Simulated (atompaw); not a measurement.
## u(r) = r·R(r): atom against pseudo-atom (gold)

Columns: radius, all-electron u(r) and pseudo u(r) of the 5s shell (level -108.37 eV) of gold in the configuration [Kr] 4d10 4f14 5s2 5p6 5d10 6s1 6p0; PBE, scalar-relativistic, PAW (atompaw) scheme, atompaw 4.2.0.5.

```
r (bohr)  all-electron  pseudo
   0.100        0.2723  0.2633
   0.200        0.0626  0.5119
   0.300       -0.6632  0.7324
   0.400       -0.4805  0.9140
   0.500        0.1390  1.0494
   0.600        0.7157  1.1348
   0.700        1.0795  1.1703
   0.800        1.2326  1.1593
   0.900        1.2326  1.1080
   1.000        1.1403  1.0249
   1.100        1.0029  0.9202
   1.200        0.8520  0.8037
   1.300        0.7060  0.6841
   1.400        0.5744  0.5679
   1.500        0.4611  0.4604
   1.600        0.3662  0.3662
   1.700        0.2885  0.2885
   1.800        0.2258  0.2258
   1.900        0.1759  0.1759
   2.000        0.1364  0.1364
   2.100        0.1054  0.1054
   2.200        0.0812  0.0812
   2.300        0.0624  0.0624
   2.400        0.0479  0.0479
   2.500        0.0367  0.0367
   2.600        0.0281  0.0281
```

(1) How many radial nodes do the two functions have?

(2) At about which radius was the pseudo-wave matched?

(3) Is the pseudo-wave norm-conserving?

Answers

(1) The all-electron 5s function has n − l − 1 = 4 (the table is too coarse to show those close to the nucleus); the pseudo-wave has 0, since the states of the same l below it are removed with the core.

(2) 1.60 bohr, where the columns begin to agree (steps of 0.10 bohr).

(3) No, it belongs to a PAW set: the norm inside the radius is not constrained, and the difference is carried by the augmentation charge.
